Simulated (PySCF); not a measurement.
# Bonding in `CC(C)(F)OC(C)(C)F`

Species: C6H12F2O.
SMILES with atom numbers: `[CH3:1][C:2]([CH3:3])([F:4])[O:5][C:6]([CH3:7])([CH3:8])[F:9]` (hydrogens: H10, H11, H12 on C1; H13, H14, H15 on C3; H16, H17, H18 on C7; H19, H20, H21 on C8)

Geometry (PBE0-D3(BJ)/def2-SVP, Å), atoms numbered from 1 in this order:
```
atom  x, y, z in Å
C1    -2.367    0.668   -0.592
C2    -1.165   -0.210   -0.328
C3    -1.417   -1.262    0.735
F4    -0.881   -0.880   -1.513
O5    -0.117    0.666   -0.050
C6     1.156    0.248    0.331
C7     1.984    1.510    0.423
C8     1.774   -0.807   -0.567
F9     1.084   -0.287    1.612
H10   -2.113    1.392   -1.377
H11   -3.216    0.055   -0.923
H12   -2.646    1.215    0.319
H13   -2.281   -1.871    0.435
H14   -0.549   -1.919    0.866
H15   -1.629   -0.781    1.698
H16    2.073    1.980   -0.565
H17    2.986    1.276    0.808
H18    1.487    2.211    1.107
H19    1.827   -0.437   -1.599
H20    1.186   -1.731   -0.568
H21    2.789   -1.032   -0.209
```

Bond orders from the PBE0/pcSseg-1 density (PySCF). The structure is a single PBE0-D3(BJ)/def2-SVP conformer in the gas phase; no vibrational or solvent corrections.

**Question.** How far do the computed orders between heavy atoms stray from the drawn ones?

**Answer.** The largest departure is 0.126, at C2–F4 (drawn single, 0.874) and C6–F9 (drawn single, 0.875). Drawn single, order below 0.88: C2–F4 (0.874) and C6–F9 (0.875).

**Question.** Set the Mayer orders of the bonds beside their lengths.

**Answer.** 
| bond | drawn as | length (Å) | Mayer order |
| --- | --- | --- | --- |
| C1–C2 | single | 1.512 | 1.029 |
| C2–C3 | single | 1.516 | 1.041 |
| C2–F4 | single | 1.391 | 0.874 |
| C2–O5 | single | 1.393 | 0.940 |
| O5–C6 | single | 1.394 | 0.939 |
| C6–C7 | single | 1.512 | 1.029 |
| C6–C8 | single | 1.516 | 1.041 |
| C6–F9 | single | 1.390 | 0.875 |
| C1–H10 | single | 1.098 | 0.958 |
| C1–H11 | single | 1.098 | 0.955 |
| C1–H12 | single | 1.098 | 0.957 |
| C3–H13 | single | 1.099 | 0.951 |
| C3–H14 | single | 1.096 | 0.939 |
| C3–H15 | single | 1.098 | 0.952 |
| C7–H16 | single | 1.098 | 0.957 |
| C7–H17 | single | 1.098 | 0.955 |
| C7–H18 | single | 1.098 | 0.958 |
| C8–H19 | single | 1.098 | 0.952 |
| C8–H20 | single | 1.096 | 0.939 |
| C8–H21 | single | 1.099 | 0.951 |

**Question.** Sum the orders of all bonds at each heavy atom with more than one neighbour and set the sums beside the valence in the SMILES.

**Answer.** C1 3.899 (drawn 4), C2 3.884 (drawn 4), C3 3.883 (drawn 4), O5 1.879 (drawn 2), C6 3.884 (drawn 4), C7 3.899 (drawn 4), C8 3.883 (drawn 4). Orders between atoms that aren't bonded are not in these sums.

For a closed shell the Mayer order of atoms A and B is Σ (PS)μν (PS)νμ over the basis functions μ on A and ν on B, with P the density and S the overlap matrix.
